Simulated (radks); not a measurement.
All-electron atom: I2+ in [Kr] 4d10 5s1.75 5p3 5d0.25 (fractional occupations, a model configuration). All-electron calculation, Dirac Kohn-Sham, PBE, spin-unpolarised, spherical densities, point nucleus; open shells are shared between the two j in proportion to 2j + 1. Program: a radial shooting solver on a logarithmic mesh with Libxc functionals.

X-ray form factor f0, the Fourier transform of the density (f0(0) = 51):

sin(theta)/lambda (1/angstrom),f0 (electrons)
0.05,50.222
0.1,48.151
0.15,45.360
0.2,42.368
0.25,39.479
0.3,36.804
0.4,32.103
0.5,28.131
0.6,24.845
0.8,20.198
1,17.290
1.25,14.565
1.5,12.117
2,8.245
